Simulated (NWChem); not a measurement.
Program: NWChem. System: BFI2, charge 1, spin multiplicity 2, at the geometry of a parent with another charge or spin, in a state set for the comparison that need not be this species' ground state. Its SCF solution wasn't tested for a lower state. Level: UPBE/def2-TZVPP with def2 effective core potentials on I.

Job file:

```
start mol
memory heap 200 mb stack 900 mb global 1100 mb
charge 1
geometry units angstroms nocenter noautoz
  B      0.000000     0.000000    -0.807885
  F      0.000000     0.000000    -2.118373
  I     -1.881697     0.000000     0.217970
  I      1.881697     0.000000     0.217970
  symmetry group C2v
end
basis spherical
  * library def2-tzvpp
end
ecp
  I library def2-ecp
end
dft
  xc xpbe96 cpbe96
  odft
  mult 2
  semidirect memsize 60000000 filesize 0
  iterations 100
end
task dft energy
```

NWChem printed:

```
             Northwest Computational Chemistry Package (NWChem) 7.3.0
             --------------------------------------------------------

                                NWChem Input Module
                                -------------------

 Scaling coordinates for geometry "geometry" by  1.889725989
 (inverse scale =  0.529177249)

 Turning off AUTOSYM since
 SYMMETRY directive was detected!

                             Geometry "geometry" -> ""
                             -------------------------

 Output coordinates in angstroms (scale by  1.889725989 to convert to a.u.)

  No.       Tag          Charge          X              Y              Z
 ---- ---------------- ---------- -------------- -------------- --------------
    1 B                    5.0000     0.00000000     0.00000000    -0.80788500
    2 F                    9.0000     0.00000000     0.00000000    -2.11837300
    3 I                   53.0000    -1.88169700     0.00000000     0.21797000
    4 I                   53.0000     1.88169700     0.00000000     0.21797000

 Effective nuclear repulsion energy (a.u.)     712.2987208166

            Nuclear Dipole moment (a.u.)
            ----------------------------
        X                 Y               Z
 ---------------- ---------------- ----------------
     0.0000000000     0.0000000000     0.0000718096

      Symmetry information
      --------------------

 Group name             C2v
 Group number             16
 Group order               4
 No. of unique centers     3

      Symmetry unique atoms

     1    2    3


 Summary of "ao basis" -> "" (spherical)
 ------------------------------------------------------------------------------
       Tag                 Description            Shells   Functions and Types
 ---------------- ------------------------------  ------  ---------------------
 *                         def2-tzvpp                 on all atoms

 Summary of "ao basis" -> "ao basis" (spherical)
 ------------------------------------------------------------------------------
       Tag                 Description            Shells   Functions and Types
 ---------------- ------------------------------  ------  ---------------------
 B                         def2-tzvpp               11       31   5s3p2d1f
 F                         def2-tzvpp               11       31   5s3p2d1f
 I                         def2-tzvpp               16       50   6s5p3d2f

 Summary of "ao basis" -> "ao basis" (spherical)
 ------------------------------------------------------------------------------
       Tag                 Description            Shells   Functions and Types
 ---------------- ------------------------------  ------  ---------------------
 B                         def2-tzvpp               11       31   5s3p2d1f
 F                         def2-tzvpp               11       31   5s3p2d1f
 I                         def2-tzvpp               16       50   6s5p3d2f

      Symmetry analysis of basis
      --------------------------

        a1         61
        a2         23
        b1         47
        b2         31

            General Information
            -------------------
          SCF calculation type: DFT
          Wavefunction type:  spin polarized.
          No. of atoms     :     4
          No. of electrons :    63
           Alpha electrons :    32
            Beta electrons :    31
          Charge           :     1
          Spin multiplicity:     2
          Use of symmetry is: on ; symmetry adaption is: on
          Maximum number of iterations: 100
          AO basis - number of functions:   162
                     number of shells:    54
          Convergence on energy requested:  1.00D-06
          Convergence on density requested:  1.00D-05
          Convergence on gradient requested:  5.00D-04

              XC Information
              --------------
          PerdewBurkeErnzerhof Exchange Functional  1.000
            Perdew 1991 LDA Correlation Functional  1.000 local
           PerdewBurkeErnz. Correlation Functional  1.000 non-local

             Grid Information
             ----------------
          Grid used for XC integration:  medium
          Radial quadrature: Mura-Knowles
          Angular quadrature: Lebedev.
          Tag              B.-S. Rad. Rad. Pts. Rad. Cut. Ang. Pts.
          ---              ---------- --------- --------- ---------
          B                   0.85       49          10.0       434
          F                   0.50       49          10.0       434
          I                   1.40      123          12.0       590
          Grid pruning is: on
          Number of quadrature shells:   221
          Spatial weights used:  Erf1

          Convergence Information
          -----------------------
          Convergence aids based upon iterative change in
          total energy or number of iterations.
          Levelshifting, if invoked, occurs when the
          HOMO/LUMO gap drops below (HL_TOL):  1.00D-02
          DIIS, if invoked, will attempt to extrapolate
          using up to (NFOCK): 10 stored Fock matrices.

                    Damping( 0%)  Levelshifting(0.5)       DIIS
                  --------------- ------------------- ---------------
          dE  on:    start            ASAP                start
          dE off:    2 iters        100 iters           100 iters

      Screening Tolerance Information
      -------------------------------
          Density screening/tol_rho:  1.00D-10
          AO Gaussian exp screening on grid/accAOfunc:  14
          CD Gaussian exp screening on grid/accCDfunc:  20
[...]
   128      0.306711  4 I  px                 3      0.298996  1 B  s
    81     -0.288727  3 I  px               131      0.288727  4 I  px
     5      0.282711  1 B  s                 11      0.250292  1 B  pz
    72      0.219115  3 I  px               122     -0.219115  4 I  px

 Vector   35  Occ=0.000000D+00  E=-1.799111D-01  Symmetry=b1
              MO Center= -2.5D-14,  6.5D-16, -7.8D-02, r^2= 5.8D+00
   Bfn.  Coefficient  Atom+Function         Bfn.  Coefficient  Atom+Function
  ----- ------------  ---------------      ----- ------------  ---------------
     9      0.503934  1 B  px                 6      0.451422  1 B  px
    81      0.329404  3 I  px               131      0.329404  4 I  px
    83     -0.270834  3 I  pz               133      0.270834  4 I  pz
    68      0.222425  3 I  s                118     -0.222425  4 I  s
    97     -0.179598  3 I  d  1             147     -0.179598  4 I  d  1

                     DFT Final Beta Molecular Orbital Analysis
                     -----------------------------------------

 Vector   29  Occ=1.000000D+00  E=-4.803603D-01  Symmetry=b2
              MO Center=  3.9D-14, -1.5D-15, -3.9D-03, r^2= 4.7D+00
   Bfn.  Coefficient  Atom+Function         Bfn.  Coefficient  Atom+Function
  ----- ------------  ---------------      ----- ------------  ---------------
    79      0.366987  3 I  py               129      0.366987  4 I  py
    73     -0.307027  3 I  py               123     -0.307027  4 I  py
    76      0.250772  3 I  py               126      0.250772  4 I  py
    38     -0.137368  2 F  py                10      0.123720  1 B  py
    82      0.124087  3 I  py               132      0.124087  4 I  py

 Vector   30  Occ=1.000000D+00  E=-4.703524D-01  Symmetry=a1
              MO Center=  4.5D-14,  1.2D-15,  1.8D-01, r^2= 5.0D+00
   Bfn.  Coefficient  Atom+Function         Bfn.  Coefficient  Atom+Function
  ----- ------------  ---------------      ----- ------------  ---------------
    80      0.362470  3 I  pz               130      0.362470  4 I  pz
    74     -0.312689  3 I  pz               124     -0.312689  4 I  pz
    77      0.259203  3 I  pz               127      0.259203  4 I  pz
    78      0.131641  3 I  px               128     -0.131641  4 I  px
    83      0.125253  3 I  pz               133      0.125253  4 I  pz

 Vector   31  Occ=1.000000D+00  E=-4.580809D-01  Symmetry=a2
              MO Center= -5.2D-14, -3.3D-15,  1.9D-01, r^2= 5.3D+00
   Bfn.  Coefficient  Atom+Function         Bfn.  Coefficient  Atom+Function
  ----- ------------  ---------------      ----- ------------  ---------------
    79      0.416093  3 I  py               129     -0.416093  4 I  py
    73     -0.343133  3 I  py               123      0.343133  4 I  py
    76      0.282568  3 I  py               126     -0.282568  4 I  py
    82      0.145591  3 I  py               132     -0.145591  4 I  py
    70     -0.043532  3 I  py               120      0.043532  4 I  py

 Vector   32  Occ=0.000000D+00  E=-4.458386D-01  Symmetry=b1
              MO Center= -4.7D-14,  1.2D-15,  1.7D-01, r^2= 5.5D+00
   Bfn.  Coefficient  Atom+Function         Bfn.  Coefficient  Atom+Function
  ----- ------------  ---------------      ----- ------------  ---------------
    80      0.342848  3 I  pz               130     -0.342848  4 I  pz
    74     -0.280869  3 I  pz               124      0.280869  4 I  pz
    78      0.242213  3 I  px               128      0.242213  4 I  px
    77      0.233654  3 I  pz               127     -0.233654  4 I  pz
    72     -0.209455  3 I  px               122     -0.209455  4 I  px

 Vector   33  Occ=0.000000D+00  E=-2.909029D-01  Symmetry=b2
              MO Center=  5.5D-14,  1.2D-15, -5.4D-01, r^2= 3.2D+00
   Bfn.  Coefficient  Atom+Function         Bfn.  Coefficient  Atom+Function
  ----- ------------  ---------------      ----- ------------  ---------------
    10      0.473806  1 B  py                 7      0.424783  1 B  py
    13      0.207203  1 B  py                79     -0.197807  3 I  py
   129     -0.197807  4 I  py                38     -0.193269  2 F  py
    44     -0.161427  2 F  py                41     -0.151617  2 F  py
    73      0.152162  3 I  py               123      0.152162  4 I  py

 Vector   34  Occ=0.000000D+00  E=-2.609723D-01  Symmetry=a1
              MO Center=  1.9D-13, -1.3D-15,  1.0D-01, r^2= 5.5D+00
   Bfn.  Coefficient  Atom+Function         Bfn.  Coefficient  Atom+Function
  ----- ------------  ---------------      ----- ------------  ---------------
     4      0.601880  1 B  s                  3      0.304178  1 B  s
    78     -0.302903  3 I  px               128      0.302903  4 I  px
    81     -0.294852  3 I  px               131      0.294852  4 I  px
     5      0.290779  1 B  s                 11      0.242557  1 B  pz
    72      0.223471  3 I  px               122     -0.223471  4 I  px

   alpha - beta orbital overlaps
   -----------------------------

   alpha      1      2      3      4      5      6      7      8      9     10
    beta      1      2      3      4      5      6      7      8      9     10
 overlap   1.000  1.000  1.000  1.000  0.928  0.928  0.928  0.928  1.000  1.000

   alpha     11     12     13     14     15     16     17     18     19     20
    beta     11     12     13     14     15     16     17     18     19     20
 overlap   0.979  0.917  0.985  0.931  0.885  0.884  0.885  0.884  0.982  0.982

   alpha     21     22     23     24     25     26     27     28     29     30
    beta     21     22     23     24     25     26     27     28     30     29
 overlap   1.000  1.000  1.000  1.000  1.000  1.000  0.999  0.999  0.999  1.000

   alpha     31     32     33     34     35     36     37     38     39     40
    beta     32     31     33     34     35     36     37     38     39     40
 overlap   0.999  1.000  1.000  1.000  1.000  0.997  0.996  0.998  0.832  0.885

   alpha     41     42     43     44     45     46     47     48     49     50
    beta     41     42     43     44     46     45     47     48     49     50
 overlap   0.830  0.886  0.994  0.997  0.990  0.995  0.991  0.998  0.992  0.995

   alpha     51     52     53     54     55     56     57     58     59     60
    beta     51     52     53     54     55     56     57     58     59     60
 overlap   0.997  1.000  0.999  0.996  0.999  0.997  0.999  1.000  1.000  0.999

   alpha     61     62     63     64     65     66     67     68     69     70
    beta     61     62     63     64     65     66     67     68     69     70
 overlap   0.999  0.998  0.996  1.000  0.995  0.996  0.998  0.977  0.998  0.975

   alpha     71     72     73     74     75     76     77     78     79     80
    beta     71     73     72     74     75     76     77     78     79     80
 overlap   0.999  0.998  0.977  0.973  0.998  0.998  0.979  0.979  1.000  0.999

   alpha     81     82     83     84     85     86     87     88     89     90
    beta     81     82     83     84     87     85     86     88     89     91
 overlap   0.999  0.992  0.992  1.000  0.982  0.982  1.000  0.996  0.995  1.000

   alpha     91     92     93     94     95     96     97     98     99    100
    beta     90     92     93     94     95     96     97     98     99    100
 overlap   0.997  0.977  0.982  0.997  0.977  0.982  1.000  0.999  1.000  1.000

   alpha    101    102    103    104    105    106    107    108    109    110
    beta    101    102    103    104    105    106    107    108    109    110
 overlap   1.000  1.000  1.000  1.000  1.000  1.000  1.000  1.000  1.000  1.000

   alpha    111    112    113    114    115    116    117    118    119    120
    beta    111    112    113    114    115    116    117    118    119    120
 overlap   1.000  1.000  1.000  1.000  1.000  1.000  1.000  1.000  1.000  1.000

   alpha    121    122    123    124    125    126    127    128    129    130
    beta    121    122    123    124    125    126    127    128    129    130
 overlap   1.000  1.000  1.000  1.000  1.000  1.000  1.000  1.000  1.000  1.000

   alpha    131    132    133    134    135    136    137    138    139    140
    beta    131    132    133    134    135    136    137    138    139    140
 overlap   1.000  1.000  1.000  1.000  1.000  1.000  1.000  1.000  1.000  1.000

   alpha    141    142    143    144    145    146    147    148    149    150
    beta    141    142    143    144    145    146    147    148    149    150
 overlap   1.000  1.000  1.000  1.000  1.000  1.000  1.000  1.000  1.000  1.000

   alpha    151    152    153    154    155    156    157    158    159    160
    beta    151    152    153    154    155    156    157    158    159    160
 overlap   1.000  1.000  1.000  1.000  1.000  1.000  1.000  1.000  1.000  1.000

   alpha    161    162
    beta    161    162
 overlap   1.000  1.000

     --------------------------
     Expectation value of S2:
     --------------------------
      <S2> =      0.7523 (Exact =     0.7500)

 center of mass
 --------------
 x =   0.00000000 y =   0.00000000 z =   0.04115595

 moments of inertia (a.u.)
 ------------------
         372.692807020452           0.000000000000           0.000000000000
           0.000000000000        3581.843000493939           0.000000000000
           0.000000000000           0.000000000000        3209.150193473486

     Multipole analysis of the density
     ---------------------------------

     L   x y z        total         alpha         beta         nuclear
     -   - - -        -----         -----         ----         -------
     0   0 0 0      1.000000    -32.000000    -31.000000     64.000000

     1   1 0 0     -0.000000     -0.000000     -0.000000      0.000000
     1   0 1 0      0.000000     -0.000000      0.000000      0.000000
     1   0 0 1      0.255979     11.471621     11.850887    -23.066528

     2   2 0 0    -26.866863   -337.453992   -321.631168    632.218297
     2   1 1 0     -0.000000     -0.000000      0.000000      0.000000
     2   1 0 1      0.000000      0.000000      0.000000      0.000000
     2   0 2 0    -43.980697    -22.542328    -21.438369      0.000000
     2   0 1 1      0.000000      0.000000      0.000000      0.000000
     2   0 0 2    -42.723577   -105.115211   -101.971867    164.363500

 Task  times  cpu:       23.0s     wall:       23.0s

 Total times  cpu:       23.0s     wall:       23.0s
```
